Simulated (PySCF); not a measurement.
Isomers of C10H16, mass 136.125 u with the commonest isotopes. The calculation used PBE0/pcSseg-1 in PySCF (dipole) on a GFN2-xTB geometry, gas phase. One conformer each, none proved a minimum here; rigid rotors.

Task: Order these by radius of gyration √(Σ m r²/M), smallest first.
A. `[CH2:1]1[CH2:2][C@@H:3]2[C@@H:4]3[CH2:5][CH2:6][C@@H:7]([CH2:8]3)[C@@H:9]2[CH2:10]1` with C10–C1–C2–C3 29°, C1–C2–C3–C4 97°, C2–C3–C4–C5 -47°, C3–C4–C5–C6 -70°
B. `[CH3:1][C@:2]12[CH2:3][C@:4]([CH:5]3[CH2:6][CH2:7][CH2:8]3)([CH2:9]1)[CH2:10]2` with C3–C4–C5–C6 173°, C1–C2–C3–C4 180°, C2–C3–C4–C5 179°, C4–C5–C6–C7 -131°, C5–C6–C7–C8 11°
C. `[CH2:1]=[CH:2][CH2:3]/[C:4](=[CH:5]/[CH2:6][CH3:7])[C:8](=[CH2:9])[CH3:10]` with C1–C2–C3–C4 126°, C2–C3–C4–C5 89°, C4–C5–C6–C7 -115°, C3–C4–C8–C9 -107°
D. `[CH3:1]/[CH:2]=[CH:3]/[CH:4]=[CH:5]\[CH2:6][CH:7]1[CH2:8][CH2:9][CH2:10]1` with C2–C3–C4–C5 -179°, C4–C5–C6–C7 111°, C5–C6–C7–C8 -175°, C6–C7–C8–C9 128°, C7–C8–C9–C10 -9°, C8–C9–C10–C7 9°, C6–C7–C10–C9 -128°
E. `[CH2:1]=[CH:2][C@@:3]1([CH2:4][CH2:5][CH3:6])[CH2:7][CH2:8][C:9]1=[CH2:10]` with C1–C2–C3–C4 -79°, C2–C3–C4–C5 -60°, C3–C4–C5–C6 -179°

Result: A (1.896 Å), E (2.278 Å), B (2.315 Å), C (2.466 Å), D (2.781 Å).

Task: Order these by rotational constant B, largest first.
A. `[CH2:1]1[CH2:2][C@@H:3]2[C@@H:4]3[CH2:5][CH2:6][C@@H:7]([CH2:8]3)[C@@H:9]2[CH2:10]1` with C10–C1–C2–C3 29°, C1–C2–C3–C4 97°, C2–C3–C4–C5 -47°, C3–C4–C5–C6 -70°
B. `[CH3:1]/[CH:2]=[CH:3]/[CH:4]=[CH:5]\[CH2:6][CH:7]1[CH2:8][CH2:9][CH2:10]1` with C2–C3–C4–C5 -179°, C4–C5–C6–C7 111°, C5–C6–C7–C8 -175°, C6–C7–C8–C9 128°, C7–C8–C9–C10 -9°, C8–C9–C10–C7 9°, C6–C7–C10–C9 -128°
C. `[CH3:1][C@:2]12[CH2:3][C@:4]([CH:5]3[CH2:6][CH2:7][CH2:8]3)([CH2:9]1)[CH2:10]2` with C3–C4–C5–C6 173°, C1–C2–C3–C4 180°, C2–C3–C4–C5 179°, C4–C5–C6–C7 -131°, C5–C6–C7–C8 11°
D. `[CH2:1]=[CH:2][C@@:3]1([CH2:4][CH2:5][CH3:6])[CH2:7][CH2:8][C:9]1=[CH2:10]` with C1–C2–C3–C4 -79°, C2–C3–C4–C5 -60°, C3–C4–C5–C6 -179°
E. `[CH2:1]=[CH:2][CH2:3]/[C:4](=[CH:5]/[CH2:6][CH3:7])[C:8](=[CH2:9])[CH3:10]` with C1–C2–C3–C4 126°, C2–C3–C4–C5 89°, C4–C5–C6–C7 -115°, C3–C4–C8–C9 -107°

Result: A (1387 MHz), D (1041 MHz), E (805.8 MHz), C (779.8 MHz), B (569.7 MHz).

Task: Order these by out-of-plane moment Σ m c² = (Ia + Ib − Ic)/2, smallest first.
A. `[CH3:1]/[CH:2]=[CH:3]/[CH:4]=[CH:5]\[CH2:6][CH:7]1[CH2:8][CH2:9][CH2:10]1` with C2–C3–C4–C5 -179°, C4–C5–C6–C7 111°, C5–C6–C7–C8 -175°, C6–C7–C8–C9 128°, C7–C8–C9–C10 -9°, C8–C9–C10–C7 9°, C6–C7–C10–C9 -128°
B. `[CH3:1][C@:2]12[CH2:3][C@:4]([CH:5]3[CH2:6][CH2:7][CH2:8]3)([CH2:9]1)[CH2:10]2` with C3–C4–C5–C6 173°, C1–C2–C3–C4 180°, C2–C3–C4–C5 179°, C4–C5–C6–C7 -131°, C5–C6–C7–C8 11°
C. `[CH2:1]=[CH:2][C@@:3]1([CH2:4][CH2:5][CH3:6])[CH2:7][CH2:8][C:9]1=[CH2:10]` with C1–C2–C3–C4 -79°, C2–C3–C4–C5 -60°, C3–C4–C5–C6 -179°
D. `[CH2:1]=[CH:2][CH2:3]/[C:4](=[CH:5]/[CH2:6][CH3:7])[C:8](=[CH2:9])[CH3:10]` with C1–C2–C3–C4 126°, C2–C3–C4–C5 89°, C4–C5–C6–C7 -115°, C3–C4–C8–C9 -107°
E. `[CH2:1]1[CH2:2][C@@H:3]2[C@@H:4]3[CH2:5][CH2:6][C@@H:7]([CH2:8]3)[C@@H:9]2[CH2:10]1` with C10–C1–C2–C3 29°, C1–C2–C3–C4 97°, C2–C3–C4–C5 -47°, C3–C4–C5–C6 -70°

Result: A (46.86 u·Å²), B (58.81 u·Å²), D (59.98 u·Å²), E (100.10 u·Å²), C (102.32 u·Å²).

| SMILES | point group | Ia (u·Å²) | Ib (u·Å²) | Ic (u·Å²) | κ | μa (D) | μb (D) | μc (D) |
| --- | --- | --- | --- | --- | --- | --- | --- | --- |
| C=CC/C(=C/CC)C(=C)C | C1 | 260.92 | 627.15 | 768.10 | -0.77 | 0.01 | 0.14 | 0.27 |
| C/C=C/C=C\CC1CCC1 | C1 | 212.17 | 887.10 | 1005.55 | -0.93 | 0.08 | 0.28 | 0.02 |
| C[C@]12C[C@](C3CCC3)(C1)C2 | Cs | 140.09 | 648.05 | 670.51 | -0.98 | 0.11 | 0.00 | 0.04 |
| C1C[C@@H]2[C@@H]3CC[C@@H](C3)[C@@H]2C1 | Cs | 224.93 | 364.36 | 389.10 | -0.81 | 0.00 | 0.00 | 0.12 |
| C=C[C@@]1(CCC)CCC1=C | C1 | 323.34 | 485.26 | 603.96 | -0.44 | 0.00 | 0.04 | 0.35 |
